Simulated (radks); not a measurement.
All-electron atom: Ag5+ in [Kr] 4d6. All-electron calculation, scalar-relativistic Kohn-Sham, PBEsol, spin-polarised, spherical densities, finite nucleus; open shells are filled with parallel spins first (spin-orbit coupling, left out, can overturn this in heavy ions); Fermi nuclear charge, rms radius 4.5454 fm. Program: a radial shooting solver on a logarithmic mesh with Libxc functionals. Some entries of the table are withheld. Estimate them.

orbital,occ.,eigenvalue (eV),<r> (bohr),r(max) (bohr)
1s up,1,-25393.26,0.03112,0.02017
1s down,1,-25393.25,0.03112,0.02017
2s up,1,-3806.834,0.1350,0.1140
2s down,1,-3805.888,0.1350,0.1140
2p up,3,-3423.397,0.1177,0.09116
2p down,3,-3422.669,0.1177,0.09115
3s up,1,-761.3011,0.3687,0.3327
3s down,1,-760.7689,0.3686,0.3328
3p up,3,-635.4403,0.3677,0.3258
3p down,3,-634.8412,0.3675,0.3259
3d up,5,-436.9921,0.3456,0.2735
3d down,5,-436.1093,0.3454,0.2736
4s up,1,-171.4162,0.8953,0.8177
4s down,1,-167.7319,0.8934,0.8157
4p up,3,-133.9649,0.9660,0.8672
4p down,3,-130.1838,0.9650,0.8649
4d up,5,(1),1.153,0.9820
4d down,1,(2),1.160,0.9801

Answer. 
(1) 4d up eigenvalue (eV): -78.7511
(2) 4d down eigenvalue (eV): -75.0037
